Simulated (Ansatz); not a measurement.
Abridged output of a molecular run in Ansatz:

```
Functional definition: HF
1113 factors; integrals over basis functions are off by at most 1.5e-3 eV
mean field evaluation 1: about -57116.6954 eV, gradient 3.5e1 eV
mean field evaluation 2: about -57116.7518 eV, gradient 3.5e1 eV
mean field evaluation 4: about -57120.3673 eV, gradient 3.2e0 eV
mean field evaluation 8: about -57120.4131 eV, gradient 3.7e-4 eV
mean field -57120.41314278 eV, -2099.1364653904 hartree, gradient 5.7e-6 eV, S^2 0.000000; 0 other end points of the search recorded, 0 dependent functions left out
16 core orbitals not correlated: weight in the atoms' cores, before any rotation towards them, 1.000 or more for the frozen orbitals, at most 0.000 for the correlated occupied ones
reference -57120.41314278 eV, -2099.1364653904 hartree; 15, 15 occupied and 81, 81 virtual orbitals, 1113 factors
second order -18.04163513 eV of doubles, -0.00000000 eV of singles
cycle   1  -18.13079082 eV  change   -8.9e-2 eV  update   1.1e-1
cycle   2  -18.66476185 eV  change   -5.3e-1 eV  update   3.9e-2
cycle   3  -18.79314966 eV  change   -1.3e-1 eV  update   1.8e-2
cycle   4  -18.78803023 eV  change    5.1e-3 eV  update   4.8e-3
cycle   5  -18.78680470 eV  change    1.2e-3 eV  update   2.1e-3
cycle   6  -18.78667461 eV  change    1.3e-4 eV  update   5.8e-4
cycle   7  -18.78645167 eV  change    2.2e-4 eV  update   2.1e-4
cycle   8  -18.78638215 eV  change    7.0e-5 eV  update   7.7e-5
cycle   9  -18.78638364 eV  change   -1.5e-6 eV  update   2.4e-5
perturbative correction -0.53380489 eV, -0.0196169679 hartree
Total energy: -57139.73333131 eV, -2099.8464692234 hartree
```

Its atoms:

```xyz
11

C    -0.238    1.169    2.471
Al   -0.784   -0.287    1.271
Zn    0.056   -0.580   -1.078
C     0.715   -0.808   -2.917
H    -1.110    1.783    2.728
H     0.137    0.765    3.418
H     0.526    1.831    2.057
H    -1.844   -1.310    1.905
H     1.247    0.085   -3.258
H    -0.110   -0.993   -3.611
H     1.404   -1.655   -2.985
```

Q: Which basis set was used?
A. def2-SVP
B. cc-pV(T+d)Z
C. def2-SVPD
D. cc-pV(Q+d)Z

A: A. It gives 112 functions.

Q: Write the keys of the input that set method, charge and spin (a neutral closed shell needs none for the last two).

A: 
```yaml
correlation: {method: ccsd_t, frozen_orbitals: {Al: 5, C: 1, H: 0, Zn: 9}}
```
